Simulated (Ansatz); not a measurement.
`C#C[Si](F)(F)F` + H₂S → `F[Si](F)(F)S` + `C#C` at 700 K and 1 bar (ligand exchange at the Si–C bond).

Calculated with Ansatz (gas phase, PBE0-D4/def2-TZVP geometries, no zero-point term in ΔE). CCSD(T)/CBS adds triple-zeta CCSD(T) − MP2 to the extrapolated MP2 energy (def2 sets, frozen cores). This one scheme is used for every species. Each species was taken in one conformer, which may not be the lowest.

```csv
species,CCSD(T)/CBS energy (Eh),H − E (kJ/mol),S (J/(mol·K))
`C#C[Si](F)(F)F`,-665.32575,142.9,425.3
H₂S,-398.97279,64.8,236.9
`F[Si](F)(F)S`,-987.07717,111.5,420.2
`C#C`,-77.22717,102.1,244.4
```

H − E and S are ideal-gas, rigid-rotor, harmonic terms from PBE0-D4/def2-TZVP, for one conformer and one mirror image of each species. 1 Eh = 2625.50 kJ/mol, R = 8.31446 J/(mol·K).

Question: By hand: ΔE, ΔH, ΔS and ΔG.

Answer: ΔE = (-987.07717) + (-77.22717) − (-665.32575) − (-398.97279) = -0.00580 Eh = -15.2 kJ/mol. Δ(H − E) = 111.5 + 102.1 − 142.9 − 64.8 = 5.9, so ΔH = -9.3 kJ/mol. ΔS = 420.2 + 244.4 − 425.3 − 236.9 = 2.4 J/(mol·K). ΔG = -9.3 − 700 × (2.4)/1000 = -11.0 kJ/mol.

Question: By hand: the equilibrium constant, and the temperature at which ΔG would vanish if ΔH and ΔS stayed fixed.

Answer: log₁₀ K = −ΔG/(RT ln 10) = 0.8. ΔH and −TΔS have one sign here, so there is no such temperature. One of them is within its doubt of zero, so this could turn.

The number of gas molecules stays the same, so ΔS is small and ΔH decides. A doubt of 5 kJ/mol in ΔE shifts log₁₀ K by 0.4 here. Other conformers and mirror images would add mixing entropy, several J/(mol·K) or more a flexible species. These are equilibria of isolated gas molecules and say nothing of rates. Largest T1 diagnostic: 0.013 (customary marks: 0.02 for closed shells, 0.045 for open ones).
